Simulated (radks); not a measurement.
Sr3+, 35 electrons, occupied as [Ar] 3d10 4s2 4p5.

Method: scalar-relativistic Kohn-Sham, SOGGA, spin-unpolarised, spherical densities, point nucleus; computed with a radial shooting solver on a logarithmic mesh with Libxc functionals.

Energy parts (hartree):
part                       energy
total                 -3175.09629
kinetic                3256.03499
electron-nucleus      -7611.28934
Hartree                1282.03200
exchange-correlation   -101.87394

Orbitals (lengths in bohr, moments of r in powers of bohr; r(max) is where P^2 peaks):
orbital  occ.  eigenvalue (hartree)   <1/r>       <r^4>     <r^2>   r(max)
1s          2             -586.4066   38.98  0.00001105  0.002069  0.02555
2s          2             -80.37050   8.698    0.002126   0.03511   0.1452
2p          6             -71.55623   8.494    0.001530   0.02767   0.1161
3s          2             -13.35718   2.917      0.1213    0.2781   0.4360
3p          6             -10.51210   2.763      0.1398    0.2900   0.4308
3d         10              -5.81023   2.510      0.1852    0.3017   0.3762
4s          2              -2.53252   1.014       5.953     1.986    1.179
4p          5              -1.84011  0.8888       10.03     2.535    1.301

The highest occupied level is 4p at -50.072 eV. Summed over all electrons, <r^2> = 22.20 bohr^2, which gives a Langevin (diamagnetic) susceptibility term of -17.6 x 10^-6 cm^3/mol. The density falls to 0.001 e/bohr^3 at r = 3.15 bohr.

Run on one thread of a shared host, so times are rough (Arm Neoverse N1): 0.13 s of CPU time, 0.13 s wall, 15 iterations on 2476 mesh points.
